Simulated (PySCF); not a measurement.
Level of theory: PBE-D3(BJ)/def2-TZVP // B3LYP-D3(BJ)/def2-TZVP (PySCF). Isolated molecules, 0 K electronic values unless said otherwise. One relaxed conformer stands for a flexible species; it need not be the lowest. 

Reference species (SMILES): `[Br][Al]([Br])[Br]` (neutral, multiplicity 1).

- HOMO–LUMO gap = 4.92 eV
- HOMO = -7.36 eV
- S1 oscillator strength = 0.000

Changed species: `[Al]([SH])([SH])[SH]` (3 of 3 Br replaced by SH; the reference has 0 of 3 Br replaced by SH).

Q: Give the shifts of the HOMO–LUMO gap, HOMO and S1 oscillator strength.

A: the HOMO–LUMO gap rises by 0.09 eV, to 5.01 eV; the HOMO goes up by 0.85 eV, to -6.51 eV; the S1 oscillator strength is nearly the same.
